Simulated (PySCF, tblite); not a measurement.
Species: BH₁₀NSi₃.
SMILES with atom numbers: `[BH2:1][NH:2][SiH2:3][SiH2:4][SiH3:5]` (hydrogens: H6, H7 on B1; H8 on N2; H9, H10 on Si3; H11, H12 on Si4; H13, H14, H15 on Si5)

Cartesian coordinates in Å at the GFN2-xTB level; atoms count from 1:
```
atom  x, y, z in Å
B1     2.0225   -0.7209   -0.5138
N2     1.8262   -0.1375    0.7314
Si3    0.6997    1.1117    1.2290
Si4   -1.1610    1.0463   -0.1401
Si5   -2.0533   -1.0513   -0.5617
H6     1.3225   -0.3979   -1.3992
H7     2.8735   -1.5133   -0.6663
H8     2.4552   -0.4320    1.4637
H9     0.4302    0.7703    2.6377
H10    1.4733    2.3663    1.2697
H11   -0.8936    1.7555   -1.4041
H12   -2.1870    1.9042    0.4882
H13   -2.0832   -1.8709    0.6564
H14   -3.4372   -1.0122   -1.0486
H15   -1.2921   -1.8105   -1.5554
```

Jobs on this species (15 atoms, 64 electrons) with PySCF (density fitting) and tblite. Hardware of each: one thread, Arm Neoverse N1 (aarch64), shared host. Other jobs ran on the host; a repeat could differ by tens of per cent or more.

| level and settings | work | basis functions | SCF cycles | wall time |
| --- | --- | --- | --- | --- |
| CAM-B3LYP/def2-SVPD | 8 singlets by full TDDFT, 3 Tamm–Dancoff triplets, polarisability, density and orbital grids written | 192 | ? | ? |
| GFN2-xTB | Hessian by finite differences | – | – | 0.84 s |
| GFN2-xTB | L-BFGS relaxation | – | – | ? |
| PBE0/pcSseg-1 | shieldings, charges and field gradients, density and orbital grids written | 156 | 12 | 40 s |

Q: Fill in the missing figures.

A: 
- CAM-B3LYP/def2-SVPD; 8 singlets by full TDDFT, 3 Tamm–Dancoff triplets, polarisability, density and orbital grids written: 63 s, 11 SCF cycles
- GFN2-xTB; L-BFGS relaxation: 3.0 s

Q: What do all jobs in the table cost together?

A: About 1.8 min; the longest takes about 59 % of that, and about 75 times as long as the shortest.
